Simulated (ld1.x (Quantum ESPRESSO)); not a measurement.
**Scattering properties, TM potential for lanthanum (La)**

ld1.x (Quantum ESPRESSO) 7.5 input, shortened:

```
&input
   title='La', zed=57., rel=2, dft='PZ', iswitch=3,
   config='[Xe] 4f0 5d2 6s1 6p0', rel_dist='average'
 /
 &inputp
   pseudotype=2, tm=.true., lloc=1,
   nlcc=.true., rcore=0.70
 /
4
6S  1  0   1.00   0.00  3.65  3.65  0.0
5D  3  2   2.00   0.00  4.20  4.20  0.0
4F  4  3   0.00   0.00  1.45  1.45  0.0
6P  2  1   0.00   0.00  3.40  3.40  0.0
 &test
   configts(1)='4f0 5d2 6s1 6p0'
 /
```

Open shells are filled in proportion to 2j + 1 (rel_dist='average').

The phase is arctan(r·u′/u) with u = r·R(r), unwrapped; energies in Ry, scanned from -2 to 5 Ry. A pole is an energy at which the radial function vanishes at the test radius. The pseudo phase is shifted by a multiple of π to meet the all-electron one at the reference energy, and phase errors are pseudo minus all-electron; the curves can meet again beyond the range given. Levels narrower than the energy grid can be missing from the lists of poles. n/a: not evaluated, since a narrow level or a reset projector energy made the automatic matching unsafe.

Task: For each channel, where are the poles, and over which energies does the pseudopotential scatter like the atom?

Result:

| channel | radius (bohr) | reference energy (Ry) | poles, all-electron | poles, pseudo | unbroken range about the reference energy with phases within 0.05 rad | phase error 1 Ry above the reference energy (rad) |
| --- | --- | --- | --- | --- | --- | --- |
| s | 4.54 | -0.24 | 0.36, 3.33 | 0.35, 3.03 | below 1.4 | -0.002 |
| p1/2 | 4.54 | -0.09 | -1.66, 0.85, 3.96 | 0.41, 1.52, 4.78 | not even at the reference energy | -2.951 |
| p3/2 | 4.54 | -0.08 | -1.48, 0.95, 4.13 | 0.41, 1.52, 4.78 | -1.4 to -0.1 | -2.982 |
| d3/2 | 4.54 | -0.18 | -0.02, 2.02 | -0.01, 2.69 | below 0.4 | +0.722 |
| d5/2 | 4.54 | -0.16 | 0.00, 2.05 | 0.01, 2.71 | below 0.4 | +0.675 |
| f5/2 | 4.54 | -0.23 | 1.42, 3.79 | 2.47 | n/a | n/a |
| f7/2 | 4.54 | -0.21 | 1.42, 3.80 | 2.47 | n/a | n/a |

Note: ghost state, extra bound levels that the all-electron valence spectrum of the same l lacks: s at -41.1 eV. A true bound ghost makes a file unfit for plane-wave use.

Phases in the p3/2 channel:

```tsv
E (Ry)	all-electron	pseudo
-2.00	1.398	-1.740
-1.52	1.198	-1.769
-1.04	-1.805	-1.821
-0.56	-1.925	-1.942
-0.08	-2.575	-2.625
0.40	-4.442	-4.684
0.88	-4.693	-7.662
1.36	-4.805	-7.825
1.84	-4.958	-7.901
2.32	-5.941	-7.976
2.80	-7.577	-8.132
3.28	-7.753	-9.616
3.76	-7.820	-10.791
4.24	-7.864	-10.926
4.72	-7.904	-10.989
```
